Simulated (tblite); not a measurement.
Compound: C6H9NSi.
Cartesian coordinates in Å at the GFN2-xTB level; atoms count from 1:
```
atom  x, y, z in Å
Si1   -2.4381    0.7600   -0.3763
C2    -1.1936   -0.5885   -0.9164
C3     0.0928   -0.4292   -0.1872
C4     1.0978    0.4151   -0.6497
C5     2.2626    0.5556    0.0841
C6     2.3835   -0.1531    1.2699
N7     1.4387   -0.9579    1.7257
C8     0.3330   -1.0872    1.0173
H9    -3.6828    0.5497   -1.1170
H10   -1.8743    2.0725   -0.6952
H11   -2.6698    0.6492    1.0631
H12   -1.6177   -1.5724   -0.7141
H13   -1.0251   -0.5161   -1.9916
H14    0.9659    0.9510   -1.5802
H15    3.0581    1.2011   -0.2564
H16    3.2716   -0.0786    1.8834
H17   -0.4096   -1.7591    1.4308
```

All values are computed: GFN2-xTB (tblite) harmonic vibrations without scaling, gas phase. Against measured fundamentals such values can be off by several per cent, at times by over 20. Modes of hydrogen on silicon can be 10 to 20 % off. One conformer, not necessarily the lowest.

Harmonic wavenumbers (cm⁻¹): 47.0, 94.3, 107.7, 220.5, 327.9, 368.5, 460.4, 480.7, 507.7, 581.6, 607.2, 688.7, 721.2, 767.8, 781.8, 784.6, 796.1, 798.9, 848.6, 899.0, 908.1, 926.8, 1008.3, 1089.5, 1097.6, 1145.9, 1198.4, 1200.7, 1248.9, 1272.4, 1295.9, 1413.7, 1454.2, 1469.3, 1571.4, 1581.3, 2268.4, 2268.9, 2282.9, 2978.6, 2989.8, 3042.5, 3058.0, 3058.2, 3086.4.

A = 4037, B = 1026, C = 927.7 MHz; mass 123.050 u (most abundant isotopes); point group C1, symmetry number 1.

Q: Zero-point energy?

A: ½Σν̃ = 27903 cm⁻¹ = 333.80 kJ/mol.

Q: Entropy at 350 K, 1 bar (ideal gas, RRHO, classical rotation)?

A: Translation 172.21, rotation 122.56, vibration 111.21: S = 406.0 J/(mol K).

Q: And Cp and H(350 K) − H(0)?

A: Cp = 165.57 J/(mol K), of which vibrations give 132.31 (their classical limit is 45 R = 374.2); H(350 K) − H(0) = 32.80 kJ/mol without the zero-point energy, 21.16 from vibrations.

Q: How do the functions run with temperature in this model?

A: 
```csv
T (K),S (J/(mol K)),Cp (J/(mol K)),H − H(0) (kJ/mol),G − H(0) (kJ/mol),ln q(vib)
150,307.8,79.6,8.40,-37.77,2.22
250,357.9,121.8,18.40,-71.09,4.09
298.15,381.2,143.4,24.79,-88.88,5.04
400,429.4,185.3,41.58,-130.18,7.16
600,517.0,246.6,85.21,-225.00,11.49
900,628.6,302.4,168.35,-397.40,17.88
```

q(vib) and H(0) count from the zero-point level.

Q: Blend soft modes into free rotors: weight 1/[1 + (100 cm⁻¹/ν̃)⁴] for the oscillator and the rest for a rotor with moment μB/(μ + B), μ = h/(8π²ν), B = 10⁻⁴⁴ kg m². What vibrational entropy results?

A: 102.18 J/(mol K) in place of 111.21, which changes −T·S at 350 K by +3.16 kJ/mol.

Q: Which modes carry the vibrational entropy at 350 K?

A: 47.0 cm⁻¹: 22.00; 94.3 cm⁻¹: 16.25; 107.7 cm⁻¹: 15.16; 220.5 cm⁻¹: 9.41; 327.9 cm⁻¹: 6.43; 368.5 cm⁻¹: 5.61 J/(mol K); the other 39 give 36.35 together.

Q: What must be added to the electronic energy to get the Gibbs energy at 350 K and 1 bar?

A: ZPE + [H(350 K) − H(0)] − T·S = 333.80 + 32.80 − 142.09 = 224.51 kJ/mol.

Hindered rotation and anharmonicity are outside this model. Other conformers, if any are populated, would add a mixing term that is left out. The structure is chiral; the term R ln 2 for an equal mix with its mirror image is left out.
